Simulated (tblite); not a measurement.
Species: C2H10O2S2Si3.
SMILES with atom numbers: `[OH:1][SiH2:2][Si:3]1([O:4][SiH3:5])[S:6][CH2:7][CH2:8][S:9]1` (hydrogens: H10 on O1; H11, H12 on Si2; H13, H14, H15 on Si5; H16, H17 on C7; H18, H19 on C8)

Computed with GFN2-xTB (tblite), gas phase: L-BFGS steps from a force-field or distance-geometry start until the largest atomic force falls under 0.01 eV/Å.

Step 60: E = -800.1093 eV
```
atom  x, y, z in Å  |  force x, y, z in eV/Å
O1     -2.6791   -1.1084   -1.3159   -0.022  -0.012   0.013
Si2    -1.6353   -1.8440   -0.3187    0.031   0.017   0.008
Si3    -0.1194   -0.1492   -0.0737   -0.011   0.025  -0.023
O4     -0.8063    1.3088    0.0202   -0.020  -0.010   0.014
Si5    -1.9112    2.4035    0.5160    0.030  -0.005  -0.003
S6      1.1430   -0.3189    1.6788    0.007  -0.014  -0.036
C7      2.6602   -0.6713    0.7380    0.018   0.014  -0.016
C8      2.7663    0.2276   -0.4708    0.025   0.014  -0.007
S9      1.3857   -0.0637   -1.6221   -0.008   0.011   0.050
H10    -3.4344   -1.5487   -1.6967   -0.035   0.009  -0.012
H11    -2.3063   -2.2508    0.9196   -0.019   0.004   0.019
H12    -1.1180   -3.0693   -0.9371    0.006  -0.018  -0.014
H13    -1.4146    2.9582    1.7736   -0.003  -0.012  -0.010
H14    -1.9472    3.3792   -0.5683    0.003  -0.010  -0.009
H15    -3.1645    1.6746    0.6947   -0.013  -0.001  -0.005
H16     3.4937   -0.4964    1.4179    0.006  -0.009   0.014
H17     2.6473   -1.7220    0.4449   -0.006   0.005   0.003
H18     2.7506    1.2785   -0.1796   -0.006  -0.001   0.009
H19     3.6797    0.0217   -1.0282    0.016  -0.008   0.004
```

Step 61: E = -800.1097 eV
```
atom  x, y, z in Å  |  force x, y, z in eV/Å
O1     -2.6819   -1.1135   -1.3104   -0.020  -0.011   0.008
Si2    -1.6336   -1.8493   -0.3184    0.038   0.035   0.016
Si3    -0.1216   -0.1504   -0.0690   -0.013   0.016  -0.030
O4     -0.8094    1.3064    0.0335   -0.010  -0.014   0.010
Si5    -1.9095    2.4120    0.5137    0.011  -0.010  -0.001
S6      1.1448   -0.3287    1.6792    0.010  -0.013  -0.023
C7      2.6612   -0.6763    0.7345    0.004   0.016  -0.006
C8      2.7643    0.2300   -0.4686    0.020   0.019  -0.007
S9      1.3823   -0.0546   -1.6184   -0.023   0.000   0.028
H10    -3.4338   -1.5569   -1.6942   -0.040   0.009  -0.013
H11    -2.3006   -2.2631    0.9194   -0.020   0.004   0.024
H12    -1.1137   -3.0709   -0.9408    0.011  -0.024  -0.021
H13    -1.4170    2.9713    1.7706    0.000  -0.010  -0.008
H14    -1.9370    3.3814   -0.5764    0.008  -0.007  -0.011
H15    -3.1683    1.6913    0.6873   -0.012   0.001  -0.001
H16     3.4953   -0.5035    1.4145    0.005  -0.019   0.011
H17     2.6462   -1.7255    0.4361    0.006   0.011   0.003
H18     2.7452    1.2788   -0.1713    0.004   0.012   0.021
H19     3.6773    0.0308   -1.0286    0.022  -0.013  -0.001
```

Question: Estimate the geometry and energy of step 62. (The exact step hangs on the optimiser's Hessian estimate; all steps are aligned on step 61, rigid shifts and turns removed.)

Answer: E = -800.1101 eV, largest force 0.042 eV/Å
```
atom  x, y, z in Å  |  force x, y, z in eV/Å
O1     -2.6852   -1.1192   -1.3048   -0.016  -0.014   0.007
Si2    -1.6310   -1.8542   -0.3181    0.024   0.030   0.017
Si3    -0.1240   -0.1513   -0.0651   -0.009   0.004  -0.022
O4     -0.8124    1.3038    0.0484   -0.006  -0.010   0.004
Si5    -1.9077    2.4208    0.5113   -0.010  -0.013  -0.004
S6      1.1463   -0.3396    1.6790    0.009  -0.009  -0.009
C7      2.6622   -0.6810    0.7310   -0.005   0.013   0.001
C8      2.7624    0.2328   -0.4664    0.014   0.021  -0.003
S9      1.3783   -0.0449   -1.6146   -0.024  -0.010   0.001
H10    -3.4340   -1.5654   -1.6916   -0.037   0.011  -0.009
H11    -2.2944   -2.2756    0.9197   -0.015   0.007   0.018
H12    -1.1093   -3.0731   -0.9451    0.012  -0.017  -0.020
H13    -1.4197    2.9852    1.7672    0.003  -0.008  -0.003
H14    -1.9258    3.3836   -0.5851    0.013  -0.009  -0.010
H15    -3.1723    1.7084    0.6797   -0.009   0.003   0.001
H16     3.4967   -0.5112    1.4113    0.002  -0.025   0.006
H17     2.6454   -1.7287    0.4272    0.017   0.016   0.002
H18     2.7397    1.2792   -0.1624    0.016   0.023   0.027
H19     3.6750    0.0398   -1.0289    0.021  -0.015  -0.004
```

The energy changes by -0.0004 eV. The first-order estimate −F·Δx gives -0.0006 eV and the mean of the old and new forces, exact on a quadratic surface, -0.0004 eV. The step makes an angle of 84° with the force vector and moves no atom by more than 0.019 Å.

What follows is the cost of the whole relaxation. On one thread of an AMD EPYC 9R45 (shared host), this took 2.1 s.
